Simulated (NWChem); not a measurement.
# BeBrF; SMILES [F][Be][Br]

```xyz
3

Be     0.0000     0.0000     1.1564
F      0.0000     0.0000     2.5422
Br     0.0000     0.0000    -0.7945
```
Atoms are numbered in this order, from 1.

Results from NWChem. The geometry was optimised at PBE0/def2-SVP. Vertical excitations in the gas phase.

**Question.** Estimate the computed values for PBE0/def2-SVPD, TDA. Quantities: lowest excitation, singlet (eV); oscillator strength of that lowest state; lowest triplet (eV); orbital gap (eV).

**Answer.** 
| Quantity | Result |
|---|---|
| lowest excitation, singlet (eV) | 7.16 |
| oscillator strength of that lowest state | 0.074 |
| lowest triplet (eV) | 6.82 |
| orbital gap (eV) | 8.51 |
